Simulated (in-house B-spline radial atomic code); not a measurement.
Inner-shell binding energies (edges) and X-ray emission energies of free atoms and ions, as differences of relaxed hole-state energies with first-order Breit, QED and recoil terms, without correlation or multiplet splittings, in NIST's listed ground configurations. For neutral atoms such line energies lie within some 1 to 5 eV of tabulated X-ray lines (up to 20 eV for the heaviest). K = 1s, L1 = 2s, L2 = 2p1/2, L3 = 2p3/2, M3 = 3p3/2. A dash marks a subshell that is part filled or wasn't run, or a line left out. Computed with an all-electron radial atomic-structure program (B-spline basis): Dirac-Hartree-Fock, average of the configuration, finite nuclei.

| ion | configuration | K edge (eV) | L1 edge (eV) | L3 edge (eV) | K-L3 (eV) | K-L2 (eV) | K-M3 (eV) |
| --- | --- | --- | --- | --- | --- | --- | --- |
| Tc | [Kr] 4d5 5s2 | 21056 | 3061.13 | 2690.63 | 18365.4 | 18248.9 | 20614.2 |
| Ru+ | [Kr] 4d7 | 22133.6 | 3247.01 | 2855.8 | 19277.8 | 19148.8 | 21653.4 |
| Rh2+ | [Kr] 4d7 | 23251.7 | 3450.68 | 3037.55 | 20214.1 | 20071.6 | 22720.3 |
| Pd3+ | [Kr] 4d7 | ? | ? | ? | ? | ? | ? |
| Ag4+ | [Kr] 4d7 | 25584.5 | 3884.38 | 3423.8 | 22160.7 | 21987.9 | 24939.2 |
| Cd5+ | [Kr] 4d7 | 26799.4 | 4114.15 | 3627.94 | 23171.5 | 22981.7 | 26091.7 |
| In6+ | [Kr] 4d7 | ? | ? | ? | ? | ? | ? |
| Sn7+ | [Kr] 4d7 | 29327.1 | 4599.43 | 4057.75 | 25269.3 | 25041.8 | 28484.4 |

Problem. Fill in the row of Pd3+.

Solution. K edge (eV): 24402; L1 edge (eV): 3663.2; L3 edge (eV): 3226.96; K-L3 (eV): 21175; K-L2 (eV): 21017.9; K-M3 (eV): 23815.4.

Problem. Fill in the row of In6+.

Solution. K edge (eV): 28046.9; L1 edge (eV): 4352.5; L3 edge (eV): 3839.27; K-L3 (eV): 24207.6; K-L2 (eV): 23999.6; K-M3 (eV): 27273.4.
